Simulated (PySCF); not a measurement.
Computed shifts of a molecule C3H9NSi2, HF/pcSseg-1 (PySCF), GIAO, gas phase, atoms alike by connectivity averaged where their shifts nearly agree, in ppm (number of nuclei): ¹³C: 86.3 (1), 86.0 (1), 25.8 (1). ¹⁵N: 36.4 (1). ²⁹Si: -42.1 (1), -94.7 (1). ¹H: 3.84 (2), 3.59 (3), 3.19 (1), 3.00 (1), 0.77 (2). References: ¹³C against TMS (σ = 192.6 ppm); ¹⁵N against NH3 (σ = 267.3 ppm); ²⁹Si against TMS (σ = 393.8 ppm); ¹H against TMS (σ = 31.99 ppm), references at their B3LYP-D3(BJ)/def2-TZVP geometries, non-relativistic. Coordinates come from a B3LYP-D3(BJ)/def2-SVP optimisation. The values are those of a single conformer.

Question: Pick the molecule that these values belong to.
A) C=C/C=N\[SiH2][SiH3]
B) C#C[Si@@](C)(N)[SiH3]
C) CC[Si@H]1C=N[SiH2]1
D) C#C[C@H](N)[SiH2][SiH3]

Answer: D, C#C[C@H](N)[SiH2][SiH3]
